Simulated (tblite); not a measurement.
Compound: C3H11PSSi2.
Numbering: `[CH3:1][Si@@H:2]1[CH2:3][S:4][CH2:5][SiH2:6][PH:7]1` (hydrogens: H8, H9, H10 on C1; H11 on Si2; H12, H13 on C3; H14, H15 on C5; H16, H17 on Si6; H18 on P7)

Cartesian coordinates in Å at the GFN2-xTB level; atoms count from 1:
```
atom  x, y, z in Å
C1     2.8937   -0.0914    0.1687
Si2    1.1538   -0.1187   -0.5930
C3     0.2866    1.5633   -0.3296
S4    -1.2640    1.6984   -1.2804
C5    -2.3821    0.6365   -0.3064
Si6   -2.0198   -1.2246   -0.5143
P7    -0.0897   -1.6041    0.5460
H8     2.8584    0.1474    1.2276
H9     3.3650   -1.0633    0.0679
H10    3.5289    0.6396   -0.3199
H11    1.2209   -0.3468   -2.0465
H12    0.0438    1.7576    0.7148
H13    0.8976    2.3866   -0.6917
H14   -3.3734    0.8826   -0.6793
H15   -2.3213    0.9647    0.7307
H16   -3.0696   -1.9871    0.1686
H17   -2.0176   -1.5215   -1.9495
H18    0.2801   -2.7128   -0.1902
```

Computed with GFN2-xTB (tblite): harmonic, unscaled wavenumbers at the GFN2-xTB geometry, gas phase. Against measured fundamentals such values can be off by several per cent, at times by over 20. Modes of hydrogen on phosphorus and silicon can be 10 to 20 % off. One conformer, not necessarily the lowest.

Harmonic wavenumbers (cm⁻¹): 61.2, 90.1, 103.4, 127.5, 146.0, 153.4, 181.0, 208.7, 289.6, 422.8, 464.7, 478.1, 542.2, 566.8, 599.6, 622.6, 648.3, 661.9, 681.0, 707.2, 715.4, 731.6, 753.1, 766.6, 777.2, 783.8, 823.7, 830.3, 1036.4, 1103.1, 1159.9, 1174.7, 1364.7, 1421.7, 1428.7, 1474.5, 1481.1, 2170.7, 2227.6, 2232.4, 2325.8, 2965.9, 2969.0, 3010.0, 3012.2, 3038.0, 3050.7, 3052.6.

A = 1534, B = 1089, C = 693.0 MHz; mass 165.986 u (most abundant isotopes); point group C1, symmetry number 1.

Q: Zero-point energy?

A: Half the sum of the wavenumbers: 27819 cm⁻¹ = 332.78 kJ/mol.

Q: Entropy at 200 K, 1 bar (ideal gas, RRHO, classical rotation)?

A: Translation 164.31, rotation 120.57, vibration 89.95: S = 374.8 J/(mol K).

Q: And Cp and H(200 K) − H(0)?

A: Cp = 135.58 J/(mol K), of which vibrations give 102.32 (their classical limit is 48 R = 399.1); H(200 K) − H(0) = 16.81 kJ/mol without the zero-point energy, 10.16 from vibrations.

Q: What must be added to the electronic energy to get the Gibbs energy at 200 K and 1 bar?

A: ZPE + [H(200 K) − H(0)] − T·S = 332.78 + 16.81 − 74.97 = 274.62 kJ/mol.

Q: How do the functions run with temperature in this model?

A: 
| T (K) | S (J/(mol K)) | Cp (J/(mol K)) | H − H(0) (kJ/mol) | G − H(0) (kJ/mol) | ln q(vib) |
| --- | --- | --- | --- | --- | --- |
| 100 | 300.2 | 86.8 | 5.76 | -24.26 | 1.68 |
| 300 | 439.4 | 184.7 | 32.89 | -98.92 | 7.77 |
| 500 | 551.4 | 253.8 | 77.34 | -198.35 | 13.78 |
| 800 | 685.0 | 313.9 | 163.33 | -384.67 | 22.02 |
| 1000 | 758.0 | 340.1 | 228.86 | -529.15 | 26.94 |

q(vib) and H(0) count from the zero-point level.

Q: Which modes carry the vibrational entropy at 200 K?

A: 61.2 cm⁻¹: 15.20; 90.1 cm⁻¹: 12.06; 103.4 cm⁻¹: 10.96; 127.5 cm⁻¹: 9.32; 146.0 cm⁻¹: 8.28; 153.4 cm⁻¹: 7.90 J/(mol K); the other 42 give 26.22 together.

Hindered rotation and anharmonicity are outside this model. Other conformers, if any are populated, would add a mixing term that is left out. The structure is chiral; the term R ln 2 for an equal mix with its mirror image is left out.

Hardware: Arm Neoverse N1, one thread, no GPU (shared host). Cost: 1.6 s of wall time. This covers the Hessian and the dipole derivatives.
